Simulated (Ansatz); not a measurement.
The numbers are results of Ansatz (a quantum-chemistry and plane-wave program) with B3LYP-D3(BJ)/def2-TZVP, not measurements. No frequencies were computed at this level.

Ansatz 0.2 input:
```yaml
crystal:
  periodic: [false, false, false]
  atoms:
    - { symbol: S, position_ang: [-0.34044, 1.453946, 0.837533] }
    - { symbol: C, position_ang: [-0.003409, -0.300116, 0.446858] }
    - { symbol: S, position_ang: [-0.936068, -0.887259, -1.022386] }
    - { symbol: S, position_ang: [1.756971, -0.685904, 0.229538] }
    - { symbol: H, position_ang: [0.10325, 1.94222, -0.319994] }
    - { symbol: H, position_ang: [-0.326191, -0.860313, 1.323782] }
    - { symbol: H, position_ang: [-2.140428, -0.583001, -0.544044] }
    - { symbol: H, position_ang: [1.886315, -0.079575, -0.951285] }
basis:
  gaussian: { orbitals: def2-tzvp }
hamiltonian:
  xc: b3lyp
  dispersion: d3bj
relax:
  max_steps: 150
```

Output:

```
Functional definition: B3LYP
1169 factors; their error is unknown
mean field evaluation 1: about -33608.3532 eV, gradient 3.2e1 eV
mean field evaluation 2: about -33604.8239 eV, gradient 4.8e1 eV
mean field evaluation 4: about -33610.8106 eV, gradient 1.2e0 eV
mean field evaluation 8: about -33610.8599 eV, gradient 4.1e-2 eV
mean field evaluation 16: about -33610.8599 eV, gradient 1.2e-5 eV
mean field -33610.85989305 eV, -1235.1763188104 hartree, gradient 1.2e-5 eV, S^2 0.000000; 0 other end points of the search recorded, 0 dependent functions left out
reference -33610.86013370 eV, -1235.1763276542 hartree; 29, 29 occupied and 137, 137 virtual orbitals, 1169 factors
relax step   1: F+E_penalty+E_count = -33611.32930624 eV  Δ(F+E_penalty+E_count) = +0.000e0 eV  max|allowed force component| = 4.603e-1 eV/Å  Δτ_max = 0.0000 Å  (27 SCF iters, accepted)
these checks for a lower state are left out or cut short: starts, cluster_reference, orbital_swaps, neighbouring_geometries, increment
1169 factors; their error is unknown
mean field -33610.88765647 eV, -1235.1773390975 hartree, gradient 2.6e-5 eV, S^2 0.000000; 0 other end points of the search recorded, 0 dependent functions left out
reference -33610.88790032 eV, -1235.1773480588 hartree; 29, 29 occupied and 137, 137 virtual orbitals, 1169 factors
relax step   2: F+E_penalty+E_count = -33611.35495715 eV  Δ(F+E_penalty+E_count) = -2.565e-2 eV  max|allowed force component| = 5.435e-1 eV/Å  Δτ_max = 0.1971 Å  (29 SCF iters, accepted)
these checks for a lower state are left out or cut short: starts, cluster_reference, orbital_swaps, neighbouring_geometries, increment
1169 factors; their error is unknown
mean field -33610.90042810 eV, -1235.1778084459 hartree, gradient 1.4e-5 eV, S^2 0.000000; 0 other end points of the search recorded, 0 dependent functions left out
reference -33610.90067094 eV, -1235.1778173703 hartree; 29, 29 occupied and 137, 137 virtual orbitals, 1169 factors
relax step   3: F+E_penalty+E_count = -33611.36782086 eV  Δ(F+E_penalty+E_count) = -1.286e-2 eV  max|allowed force component| = 1.347e-1 eV/Å  Δτ_max = 0.0231 Å  (31 SCF iters, accepted)
these checks for a lower state are left out or cut short: starts, cluster_reference, orbital_swaps, neighbouring_geometries, increment
1169 factors; their error is unknown
mean field evaluation 32: about -33610.8543 eV, gradient 7.3e-3 eV
mean field -33610.90107759 eV, -1235.1778323144 hartree, gradient 1.4e-5 eV, S^2 0.000000; 0 other end points of the search recorded, 0 dependent functions left out
reference -33610.90132045 eV, -1235.1778412392 hartree; 29, 29 occupied and 137, 137 virtual orbitals, 1169 factors
relax step   4: F+E_penalty+E_count = -33611.36924458 eV  Δ(F+E_penalty+E_count) = -1.424e-3 eV  max|allowed force component| = 5.929e-2 eV/Å  Δτ_max = 0.0359 Å  (31 SCF iters, accepted)
these checks for a lower state are left out or cut short: starts, cluster_reference, orbital_swaps, neighbouring_geometries, increment
1169 factors; their error is unknown
mean field -33610.90115265 eV, -1235.1778350728 hartree, gradient 1.3e-5 eV, S^2 0.000000; 0 other end points of the search recorded, 0 dependent functions left out
reference -33610.90139552 eV, -1235.1778439983 hartree; 29, 29 occupied and 137, 137 virtual orbitals, 1169 factors
relax step   5: F+E_penalty+E_count = -33611.36946622 eV  Δ(F+E_penalty+E_count) = -2.216e-4 eV  max|allowed force component| = 2.786e-2 eV/Å  Δτ_max = 0.0089 Å  (32 SCF iters, accepted)
these checks for a lower state are left out or cut short: starts, cluster_reference, orbital_swaps, neighbouring_geometries, increment
1169 factors; their error is unknown
mean field -33610.90123501 eV, -1235.1778380995 hartree, gradient 1.3e-5 eV, S^2 0.000000; 0 other end points of the search recorded, 0 dependent functions left out
reference -33610.90147789 eV, -1235.1778470253 hartree; 29, 29 occupied and 137, 137 virtual orbitals, 1169 factors
relax step   6: F+E_penalty+E_count = -33611.36952137 eV  Δ(F+E_penalty+E_count) = -5.515e-5 eV  max|allowed force component| = 3.684e-3 eV/Å  Δτ_max = 0.0058 Å  (32 SCF iters, accepted)
1169 factors; their error is unknown
mean field evaluation 64: about -33610.9012 eV, gradient 1.0e-3 eV
mean field -33610.90123501 eV, -1235.1778380995 hartree, gradient 1.9e-5 eV, S^2 0.000000; 1 other end points of the search recorded, 0 dependent functions left out
reference -33610.90147789 eV, -1235.1778470253 hartree; 29, 29 occupied and 137, 137 virtual orbitals, 1169 factors
Total energy: -33611.36976425 eV, -1235.1950562316 hartree
Atom 0 at    -0.332140     1.426697     0.861084 Å, force     0.000373     0.003684     0.000875 eV/Å
Atom 1 at     0.015698    -0.314892     0.458278 Å, force     0.000532    -0.000234     0.003042 eV/Å
Atom 2 at    -0.938123    -0.967181    -0.959219 Å, force     0.000272    -0.000566    -0.002086 eV/Å
Atom 3 at     1.766387    -0.753601     0.205333 Å, force     0.000067    -0.001682    -0.000741 eV/Å
Atom 4 at    -0.062572     1.907669    -0.364251 Å, force    -0.000240    -0.000921    -0.000332 eV/Å
Atom 5 at    -0.261556    -0.856996     1.361285 Å, force     0.000668    -0.000354    -0.000425 eV/Å
Atom 6 at    -2.109760    -0.391356    -0.633234 Å, force    -0.002031    -0.000786    -0.000587 eV/Å
Atom 7 at     1.922067    -0.050342    -0.929275 Å, force     0.000359     0.000861     0.000255 eV/Å
Dipole moment:    -0.112337     0.133017    -0.063273 e Å
```

Cost: around 60 core-seconds (rough).
